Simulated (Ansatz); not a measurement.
Mulliken charges of FH5OSSi2, SMILES `O[Si](F)([SiH3])S` from PBE/def2-TZVPP in Ansatz (PBE0-D4/def2-TZVP geometry).

```json
{"atom": "O1", "x (Å)": "-1.867", "y (Å)": "0.307", "z (Å)": "0.659", "charge (e)": "-0.336"}
{"atom": "Si2", "x (Å)": "-0.261", "y (Å)": "0.030", "z (Å)": "0.643", "charge (e)": "0.593"}
{"atom": "F3", "x (Å)": "0.497", "y (Å)": "0.957", "z (Å)": "1.707", "charge (e)": "-0.263"}
{"atom": "Si4", "x (Å)": "0.539", "y (Å)": "0.522", "z (Å)": "-1.492", "charge (e)": "0.059"}
{"atom": "S5", "x (Å)": "0.059", "y (Å)": "-1.989", "z (Å)": "1.258", "charge (e)": "-0.264"}
{"atom": "H6", "x (Å)": "-2.371", "y (Å)": "0.036", "z (Å)": "1.430", "charge (e)": "0.194"}
{"atom": "H7", "x (Å)": "2.001", "y (Å)": "0.253", "z (Å)": "-1.518", "charge (e)": "-0.038"}
{"atom": "H8", "x (Å)": "-0.139", "y (Å)": "-0.359", "z (Å)": "-2.476", "charge (e)": "-0.034"}
{"atom": "H9", "x (Å)": "0.295", "y (Å)": "1.946", "z (Å)": "-1.841", "charge (e)": "-0.036"}
{"atom": "H10", "x (Å)": "1.329", "y (Å)": "-1.755", "z (Å)": "1.632", "charge (e)": "0.126"}
```

Problem. By hand: the dipole of these point charges (1 e Å = 4.8032 D).

Solution. Σ q r = (-0.016, -0.063, -0.018) e Å, of length 0.067 e Å = 0.32 D.

Problem. How does the dipole of the full density compare? (An estimate is asked.)

Solution. Ansatz gave: (-0.042, -0.077, 0.059) e Å, 0.51 D; the point charges give 0.63 times that, at 51° from its direction.

Point charges leave out the atoms' own dipoles, such as those of lone pairs, and Mulliken's split depends on the basis, so the two needn't agree.
